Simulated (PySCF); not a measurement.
Gas-phase reaction: InCl₃ + H₂ = InH₂Cl + Cl₂, at 1200 K and a standard pressure of 1 bar. Level: PBE0/def2-SVP†.

Energies from PySCF, thermal terms from the rigid-rotor harmonic-oscillator model, ideal gas at 1 bar. † marks an energy on the PBE0/def2-TZVP geometry and frequencies. All species are closed-shell singlets. In: scalar-relativistic def2 core potential, no spin-orbit coupling. InH₂Cl: computed as isolated molecules; such fragments, hydroxides, amides, oligomers or adducts are transient or little studied in the gas. The harmonic model lacks anharmonicity and excited electronic states, which grow with temperature; levels with a mode under 35 cm⁻¹ are left out. Soft modes under 120 cm⁻¹ make the harmonic entropy rough for InCl₃.

| species | E (Ha) | H(1200 K) − E (kJ/mol) | S°(1200 K) (J/mol/K) |
|---|---|---|---|
| InCl₃ | -1569.99343 | 100.3 | 453.4 |
| H₂ | -1.16365 | 61.6 | 171.2 |
| InH₂Cl | -651.25490 | 108.7 | 369.0 |
| Cl₂ | -919.76145 | 45.3 | 272.8 |
E: electronic energy; H − E holds the zero-point and thermal terms. 1 Ha = 2625.5 kJ/mol.

Work out ΔH°, ΔS°, ΔG° and log10 K from these numbers.

1. ΔE = 1×(-651.25490) + 1×(-919.76145) − 1×(-1569.99343) − 1×(-1.16365) = 0.14073 Ha = 369.5 kJ.
2. Δ(H − E) = 1×(108.7) + 1×(45.3) − 1×(100.3) − 1×(61.6) = -7.9 kJ, so ΔH° = 361.6 kJ.
3. ΔS° = 1×(369.0) + 1×(272.8) − 1×(453.4) − 1×(171.2) = 17.2 J/K; the number of gas molecules stays the same.
4. ΔG° = ΔH° − TΔS° = 361.6 − 1200×(17.2)/1000 = 341.0 kJ.
5. log10 K = −ΔG°/(RT ln 10) = -14.85, with RT ln 10 = 22.97 kJ/mol; at standard pressures the reactants are favoured.
6. A shift of 10 kJ in ΔE would move log10 K by 0.44 here.
For scale, ΔH°(298 K) is 366 kJ at this level, 356 kJ at ωB97M-V/def2-TZVP†, and runs from 301 to 409 kJ over the 18 levels computed.
